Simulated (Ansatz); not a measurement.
Geometry optimisation, RKS PBE/def2-SVP (Ansatz 0.2.0).

Input:

```yaml
crystal:
  periodic: [false, false, false]
  atoms:
    - { symbol: O, position_ang: [-0.8911, 1.2411, 1.4593] }
    - { symbol: B, position_ang: [-0.8042, 0.1316, 0.5583] }
    - { symbol: As, position_ang: [-1.0677, -1.7482, 1.3007] }
    - { symbol: "N", position_ang: [-0.5042, 0.3543, -0.9378] }
    - { symbol: As, position_ang: [1.2048, -0.2134, -1.3464] }
    - { symbol: H, position_ang: [-0.02, 1.4809, 1.7672] }
    - { symbol: H, position_ang: [0.4833, -1.799, 1.7851] }
    - { symbol: H, position_ang: [-0.674, -2.4092, -0.0644] }
    - { symbol: H, position_ang: [-0.621, 1.3879, -1.0777] }
    - { symbol: H, position_ang: [1.1474, 0.4256, -2.7352] }
    - { symbol: H, position_ang: [1.8119, 1.0914, -0.6886] }
basis:
  gaussian: { orbitals: def2-SVP }
hamiltonian:
  xc: pbe
relax:
  f_tol: 0.015
  max_steps: 40
output:
  orbitals: {}
```

Run as:

```bash
$ ansatz run input.yaml --threads 2 --pin off --max-ram 3072MiB --backend cpu --events-out ev --progress --plain --runs-dir out
```

Task: Where does it end, and by what steps?

Result: The run converged. The force dipped under the threshold on the way, but the program's further checks kept it going. After 26 steps the energy has fallen by 1.200 eV; H7 moved furthest, 1.50 Å.

| step | energy less start (eV) | largest force component (eV/Å) | accepted |
| --- | --- | --- | --- |
| 0 | 0.0000 | 3.117 | yes |
| 1 | -0.3770 | 1.413 | yes |
| 2 | -0.5530 | 1.369 | yes |
| 3 | -0.6939 | 1.935 | yes |
| 4 | -0.9353 | 0.801 | yes |
| 5 | -1.0559 | 0.458 | yes |
| 6 | -1.1175 | 0.317 | yes |
| 7 | -1.1242 | 0.846 | yes |
| 8 | -1.1517 | 0.262 | yes |
| 9 | -1.1655 | 0.169 | yes |
| 10 | -1.1765 | 0.097 | yes |
| 11 | -1.1703 | 0.518 | no |
| 12 | -1.1744 | 0.249 | no |
| 13 | -1.1807 | 0.028 | yes |
| 14 | -1.1855 | 0.028 | yes |
| 15 | -1.1884 | 0.261 | yes |
| 16 | -1.1911 | 0.154 | yes |
| 17 | -1.1951 | 0.090 | yes |
| 18 | -1.1976 | 0.107 | yes |
| 19 | -1.1970 | 0.204 | no |
| 20 | -1.1707 | 0.502 | no |
| 21 | -1.1988 | 0.013 | yes |
| 22 | -1.1994 | 0.072 | yes |
| 23 | -1.1996 | 0.052 | yes |
| 24 | -1.2001 | 0.018 | yes |
| 25 | -1.2002 | 0.005 | yes |
| 26 | -1.2002 | 0.006 | yes |

```xyz
11
Properties=species:S:1:pos:R:3
O -1.113 0.838 1.682
B -0.539 0.108 0.667
As -0.894 -1.939 0.731
N 0.161 0.712 -0.418
As 0.888 -0.234 -1.871
H -1.014 1.803 1.568
H -0.929 -1.951 2.268
H 0.594 -2.329 0.695
H 0.277 1.732 -0.439
H 0.371 0.719 -2.977
H 2.262 0.484 -1.885
```

The run took 77 s on 2 threads of AMD EPYC 7B13 (Zen 3), on a shared host, peak memory 0.22 GiB.
